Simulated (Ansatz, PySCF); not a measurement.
H₇NO₂Si₂, SMILES [SiH3][Si](O)(O)N.

Geometry optimised at TPSSh-D3(BJ)/def2-SVP. The structure was generated by enumeration, and PubChem lists no compound with its InChIKey, so it may never have been made. Other conformers were not sampled.

Vertical ionisation energy (IE) and electron affinity (EA) in eV. Rows of orbital energies are one-electron estimates. Where ΔSCF, EOM or ADC give a negative EA the extra electron is unbound and the value depends on the basis.

| level | IE | EA |
|---|---|---|
| −ε(HOMO), −ε(LUMO), r2SCAN/def2-TZVP (PySCF) | 6.45 | 0.06 |
| −ε(HOMO), −ε(LUMO), PBE/def2-TZVP (PySCF) | 6.17 | 0.39 |
| ΔSCF, CAM-B3LYP/def2-TZVPD (Ansatz), final states of multiplicity 2 and 2 | [?] | [?] |
| ΔSCF, PBE/def2-TZVPD (Ansatz), final states of multiplicity 2 and 2 | 9.20 | -0.46 |

Some entries are withheld; supply them. (An estimate is asked for; the answer gives what the named calculation found.)


- ΔSCF, CAM-B3LYP/def2-TZVPD (Ansatz, an electronic-structure program), final states of multiplicity 2 and 2, IE: 9.68
- ΔSCF, CAM-B3LYP/def2-TZVPD (Ansatz), final states of multiplicity 2 and 2, EA: -0.72

What vertical singlet–triplet gap does ΔSCF give with CAM-B3LYP/def2-TZVPD (Ansatz) and with PBE/def2-TZVPD (Ansatz)? (An estimate is asked for; the answer gives what the named calculation found.)

6.02 and 5.40 eV (triplet above singlet where positive).
